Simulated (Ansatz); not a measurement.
`[SiH2]1[GeH2][GeH2]1`. The species carries charge 0 and has multiplicity 1. The structure was optimised at the PBE0-D4/def2-TZVP level.

```xyz
9

Si    1.176    0.061    0.699
Ge    0.044   -0.030   -1.391
Ge   -1.200   -0.030    0.703
H     1.835    1.332    1.091
H     1.931   -1.135    1.148
H     0.095   -1.327   -2.204
H    -0.001    1.227   -2.264
H    -1.989    1.228    1.080
H    -1.891   -1.326    1.138
```

**Question.** What is the dipole moment at ωB97M-V/def2-TZVPP? (Estimate.)

**Answer.** Computed: 0.14 D, with components (0.12, 0.01, 0.07) D in this frame, pointing from negative to positive charge.

**Question.** And with PBE, r2SCAN, B3LYP? (An estimate is asked.)

**Answer.** Computed: PBE 0.05 D, r2SCAN 0.11 D, B3LYP 0.13 D.

**Question.** Give the Mulliken charges with ωB97M-V, r2SCAN, B3LYP in def2-TZVPP. (An estimate is asked.)

**Answer.** Ansatz gave: 
```csv
atom,ωB97M-V,r2SCAN,B3LYP
Si1,0.03,0.11,0.08
Ge2,-0.08,-0.01,-0.01
Ge3,-0.08,-0.01,-0.01
H4,-0.01,-0.05,-0.05
H5,-0.01,-0.05,-0.05
H6,0.04,0.01,0.01
H7,0.04,0.01,0.01
H8,0.04,0.01,0.01
H9,0.04,0.01,0.01
```

B3LYP here is the variant with VWN-RPA as its local correlation; programs differ in this.
